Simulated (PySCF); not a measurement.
PySCF input file for trimethylboroxine (C₃H₉B₃O₃), SMILES CB1OB(C)OB(O1)C, TDDFT-B3LYP/def2-SVP. Geometry: PBE0-D3(BJ)/def2-SVP.

```python
import numpy as np
from pyscf import gto, scf, dft, tdscf

mol = gto.M(
    atom='''
    C    -1.88123928   -2.26534654   -0.14902955
    B    -0.88266576   -1.06506128   -0.08532366
    O     0.47063482   -1.27777651    0.05220045
    B     1.36229604   -0.23112132    0.14391981
    C     2.89355233   -0.51079089    0.28258744
    O     0.86916695    1.05328137    0.09418524
    B    -0.47786043    1.30587166   -0.04803714
    C    -1.01291388    2.77095280   -0.14180435
    O    -1.33818800    0.23413262   -0.13521749
    H    -1.41204269   -3.17474894   -0.54969892
    H    -2.78345971   -2.02188478   -0.72768369
    H    -2.21384314   -2.50000084    0.87767160
    H     3.27293613   -0.93120098   -0.66451895
    H     3.08494055   -1.27460600    1.05212919
    H     3.47127285    0.39429198    0.51190484
    H    -2.03835011    2.86128871    0.24354114
    H    -0.35481649    3.48702871    0.36980577
    H    -1.04479196    3.06539461   -1.20581281
    ''',
    basis='def2-SVP',
    charge=0,
    spin=0,
    max_memory=1600,
    verbose=4,
)
mf = dft.RKS(mol, xc='b3lyp').density_fit(auxbasis='def2-universal-jkfit')
mf.grids.level = 3
mf.conv_tol = 1e-9
mf.max_cycle = 100
mf.kernel()
mf.grids = dft.Grids(mol).set(level=1).build(with_non0tab=True)  # coarser grid for the response kernel
td = tdscf.TDDFT(mf)
td.singlet = True
td.nstates = 10
td.conv_tol = 1e-4
td.kernel(x0=td.get_init_guess(mf, 15))
td.analyze()
tt = tdscf.TDA(mf)
tt.singlet = False
tt.nstates = 4
tt.conv_tol = 1e-4
tt.kernel(x0=tt.get_init_guess(mf, 9))
tt.analyze(verbose=3)
```

It prints:

```
PySCF version 2.14.0

[INPUT] verbose = 4
[INPUT] num. atoms = 18
[INPUT] num. electrons = 66
[INPUT] charge = 0
[INPUT] spin (= nelec alpha-beta = 2S) = 0
[INPUT] symmetry False subgroup None
[INPUT] Mole.unit = angstrom
[INPUT] Symbol           X                Y                Z      unit          X                Y                Z       unit  Magmom
[INPUT]  1 C     -1.881239280000  -2.265346540000  -0.149029550000 AA   -3.555027013974  -4.280884537831  -0.281625033967 Bohr   0.0
[INPUT]  2 B     -0.882665760000  -1.065061280000  -0.085323660000 AA   -1.667996545931  -2.012674125079  -0.161238349346 Bohr   0.0
[INPUT]  3 O      0.470634820000  -1.277776510000   0.052200450000 AA    0.889370914484  -2.414647652303   0.098644554079 Bohr   0.0
[INPUT]  4 B      1.362296040000  -0.231121320000   0.143919810000 AA    2.574366416180  -0.436755996348   0.271969024799 Bohr   0.0
[INPUT]  5 C      2.893552330000  -0.510790890000   0.282587440000 AA    5.468021430797  -0.965254889023   0.534012867842 Bohr   0.0
[INPUT]  6 O      0.869166950000   1.053281370000   0.094185240000 AA    1.642487492024   1.990413321407   0.177984308576 Bohr   0.0
[INPUT]  7 B     -0.477860430000   1.305871660000  -0.048037140000 AA   -0.903025338467   2.467739791231  -0.090777038407 Bohr   0.0
[INPUT]  8 C     -1.012913880000   2.770952800000  -0.141804350000 AA   -1.914129820971   5.236341896097  -0.267971384772 Bohr   0.0
[INPUT]  9 O     -1.338188000000   0.234132620000  -0.135217490000 AA   -2.528808823179   0.442446528627  -0.255524023351 Bohr   0.0
[INPUT] 10 H     -1.412042690000  -3.174748940000  -0.549698920000 AA   -2.668373960294  -5.999406010853  -1.038780409769 Bohr   0.0
[INPUT] 11 H     -2.783459710000  -2.021884780000  -0.727683690000 AA   -5.259976530661  -3.820808489626  -1.375122879413 Bohr   0.0
[INPUT] 12 H     -2.213843140000  -2.500000840000   0.877671600000 AA   -4.183557217347  -4.724316898783   1.658558951309 Bohr   0.0
[INPUT] 13 H      3.272936130000  -0.931200980000  -0.664518950000 AA    6.184952908894  -1.759714819127  -1.255758820084 Bohr   0.0
[INPUT] 14 H      3.084940550000  -1.274606000000   1.052129190000 AA    5.829692750065  -2.408656256727   1.988236016760 Bohr   0.0
[INPUT] 15 H      3.471272850000   0.394291980000   0.511904840000 AA    6.559754990138   0.745103855312   0.967359949439 Bohr   0.0
[INPUT] 16 H     -2.038350110000   2.861288710000   0.243541140000 AA   -3.851923453877   5.407052025210   0.460226054664 Bohr   0.0
[INPUT] 17 H     -0.354816490000   3.487028710000   0.369805770000 AA   -0.670505990579   6.589529250395   0.698831624584 Bohr   0.0
[INPUT] 18 H     -1.044791960000   3.065394610000  -1.205812810000 AA   -1.974370661548   5.792756276618  -2.278655968392 Bohr   0.0

nuclear repulsion = 414.500738677707
number of shells = 81
number of NR pGTOs = 279
number of NR cGTOs = 171
basis = def2-SVP
ecp = {}


[settings echo left out]
init E= -420.936299210209
  HOMO = -0.406764240573832  LUMO = -0.0656628246161181  gap/eV = 9.28184
cycle= 1 E= -419.763330079285  delta_E= 1.17  |g|= 1.13  |ddm|= 4.51
  HOMO = -0.172261345558203  LUMO = 0.0508555390892784  gap/eV = 6.07132
cycle= 2 E= -419.493241762416  delta_E= 0.27  |g|= 1.64  |ddm|= 2.73
  HOMO = -0.316052347788204  LUMO = 0.00559416967365002  gap/eV = 8.75245
cycle= 3 E= -420.010794525082  delta_E= -0.518  |g|= 0.14  |ddm|= 1.82
  HOMO = -0.319781143603635  LUMO = 0.00463439714704562  gap/eV = 8.82780
cycle= 4 E= -420.015005195646  delta_E= -0.00421  |g|= 0.035  |ddm|= 0.148
  HOMO = -0.318540454097791  LUMO = 0.00540903214771969  gap/eV = 8.81511
cycle= 5 E= -420.015317671227  delta_E= -0.000312  |g|= 0.00253  |ddm|= 0.0319
  HOMO = -0.318380295113008  LUMO = 0.00558185673855236  gap/eV = 8.81546
cycle= 6 E= -420.01531897322  delta_E= -1.3e-06  |g|= 0.000736  |ddm|= 0.00335
  HOMO = -0.31848436021322  LUMO = 0.00551548953240508  gap/eV = 8.81648
cycle= 7 E= -420.015319040166  delta_E= -6.69e-08  |g|= 0.000529  |ddm|= 0.00112
  HOMO = -0.318486673304151  LUMO = 0.00550586387317621  gap/eV = 8.81629
cycle= 8 E= -420.015319091165  delta_E= -5.1e-08  |g|= 5.99e-05  |ddm|= 0.000465
  HOMO = -0.318480132698489  LUMO = 0.00551424685192155  gap/eV = 8.81634
cycle= 9 E= -420.015319092071  delta_E= -9.07e-10  |g|= 1.06e-05  |ddm|= 8.42e-05
  HOMO = -0.31848156080727  LUMO = 0.00551221602714899  gap/eV = 8.81632
Extra cycle  E= -420.015319092076  delta_E= -4.55e-12  |g|= 9.68e-06  |ddm|= 2.53e-05
converged SCF energy = -420.015319092076
tot grids = 68872


******** <class 'pyscf.tdscf.rks.TDDFT'> for <class 'pyscf.df.df_jk.DFRKS'> ********
nstates = 10 singlet
deg_eia_thresh = 1.000e-03
wfnsym = None
conv_tol = 0.0001
eigh lindep = 1e-12
eigh level_shift = 0
eigh max_cycle = 100


Excitation energies (eV)
[7.53233754 7.56565545 7.59422155 7.60405637 8.56280803 8.85829435
 8.86043119 8.94448067 8.958663   9.01555509]

** Singlet excitation energies and oscillator strengths **
Excited State   1:      7.53234 eV    164.60 nm  f=0.0001
      32 -> 35       -0.26499
      33 -> 34        0.63163
Excited State   2:      7.56566 eV    163.88 nm  f=0.0131
      32 -> 34        0.69264
      33 -> 34       -0.10763
Excited State   3:      7.59422 eV    163.26 nm  f=0.0002
      32 -> 35        0.63555
      33 -> 34        0.27220
Excited State   4:      7.60406 eV    163.05 nm  f=0.0111
      33 -> 35        0.69306
Excited State   5:      8.56281 eV    144.79 nm  f=0.0000
      30 -> 34       -0.49201
      31 -> 35        0.48808
Excited State   6:      8.85829 eV    139.96 nm  f=0.0431
      33 -> 36       -0.69218
Excited State   7:      8.86043 eV    139.93 nm  f=0.0428
      32 -> 36        0.69024
Excited State   8:      8.94448 eV    138.62 nm  f=0.0013
      27 -> 34       -0.41970
      27 -> 35       -0.14888
      28 -> 34       -0.20829
      28 -> 35        0.30046
      29 -> 34        0.27456
      32 -> 37        0.26461
Excited State   9:      8.95866 eV    138.40 nm  f=0.0013
      27 -> 34        0.20280
      27 -> 35       -0.23625
      28 -> 34       -0.44789
      28 -> 35       -0.13488
      29 -> 35       -0.29416
      33 -> 37       -0.26799
Excited State  10:      9.01556 eV    137.52 nm  f=0.0144
      24 -> 35       -0.10355
      27 -> 35       -0.53354
      28 -> 34        0.39830
      29 -> 35       -0.11738

** Transition electric dipole moments (AU) **
state          X           Y           Z        Dip. S.      Osc.
  1        -0.0186      0.0056     -0.0106      0.0005      0.0001
  2         0.0239      0.0142     -0.2642      0.0706      0.0131
  3         0.0181     -0.0226     -0.0012      0.0008      0.0002
  4         0.0450      0.0160     -0.2392      0.0595      0.0111
  5        -0.0107      0.0053     -0.0010      0.0001      0.0000
  6         0.2919      0.3370      0.0064      0.1988      0.0431
  7        -0.3326      0.2916     -0.0409      0.1974      0.0428
  8        -0.0422      0.0592      0.0227      0.0058      0.0013
  9         0.0283      0.0424      0.0582      0.0060      0.0013
 10        -0.0476     -0.1329     -0.2125      0.0651      0.0144

** Transition velocity dipole moments (imaginary part, AU) **
state          X           Y           Z        Dip. S.      Osc.
  1        -0.0067      0.0022     -0.0046      0.0001      0.0002
  2         0.0079      0.0060     -0.0823      0.0069      0.0165
  3         0.0067     -0.0080      0.0003      0.0001      0.0003
  4         0.0152      0.0061     -0.0755      0.0060      0.0142
  5        -0.0024      0.0012     -0.0002      0.0000      0.0000
  6         0.1150      0.1314     -0.0029      0.0305      0.0624
  7        -0.1320      0.1186     -0.0174      0.0318      0.0651
  8        -0.0134      0.0190      0.0079      0.0006      0.0012
  9         0.0093      0.0138      0.0192      0.0006      0.0013
 10        -0.0150     -0.0421     -0.0662      0.0064      0.0128

** Transition magnetic dipole moments (imaginary part, AU) **
state          X           Y           Z
  1        -0.0357     -0.1133     -0.0383
  2         0.1726     -0.0527      0.0236
  3        -0.0828     -0.2468     -0.0473
  4        -0.2019      0.0718     -0.0237
  5         0.1830      0.0237     -1.6331
  6         0.0356     -0.0153      0.0209
  7         0.1093      0.0994     -0.0543
  8        -1.2355     -1.0536      0.0344
  9        -1.0587      1.2550     -0.1737
 10        -0.3230      0.2100     -0.0445


******** <class 'pyscf.tdscf.rks.TDA'> for <class 'pyscf.df.df_jk.DFRKS'> ********
nstates = 4 triplet
deg_eia_thresh = 1.000e-03
wfnsym = None
conv_tol = 0.0001
eigh lindep = 1e-12
eigh level_shift = 0
eigh max_cycle = 100


Excitation energies (eV)
[7.12897811 7.2667121  7.27101266 7.4820862 ]

** Triplet excitation energies and oscillator strengths **
Excited State   1:      7.12898 eV    173.92 nm  f=0.0000
Excited State   2:      7.26671 eV    170.62 nm  f=0.0000
Excited State   3:      7.27101 eV    170.52 nm  f=0.0000
Excited State   4:      7.48209 eV    165.71 nm  f=0.0000
```

The run converged.
